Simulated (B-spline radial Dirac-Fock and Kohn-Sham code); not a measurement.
# Satellites and hypersatellites of the K lines of Ta³⁺

System: tantalum as Ta³⁺, 1s2 2s2 2p6 3s2 3p6 3d10 4s2 4p6 4d10 4f14 5s2 5p6 5d2.

Level of theory: Dirac-Fock energy differences between relaxed states, corrected for Breit and QED terms; a radial atomic solver. Each two-hole energy is an average over J within one jj subconfiguration, not an observable level; in light atoms, where LS coupling holds, the j-resolved values are not observed lines, and for a K spectator the Kα1 hypersatellite is nearly forbidden. The model has no electron correlation.

Lines without a spectator: Kα2 (K-L2) 56273.8 eV, Kα1 (K-L3) 57529.6 eV, Kβ3 (K-M2) 64938.5 eV, Kβ1 (K-M3) 65212.4 eV. Shifts in eV with one spectator hole (a dash: not computed, or left out as unreliable):

| spectator hole | Kα2 | Kα1 | Kβ3 | Kβ1 |
| --- | --- | --- | --- | --- |
| K (1s) | +961.5 | +1032.0 | +1244.1 | +1260.5 |
| L2 (2p1/2) | +122.0 | +163.9 | – | +313.3 |
| L3 (2p3/2) | +93.4 | +102.0 | +237.9 | – |
| M2 (3p1/2) | – | +25.76 | +49.9 | +59.2 |
| M3 (3p3/2) | +14.29 | – | +42.8 | +43.3 |
| M4 (3d3/2) | +4.85 | +1.46 | – | – |
| M5 (3d5/2) | -0.46 | +3.49 | – | – |
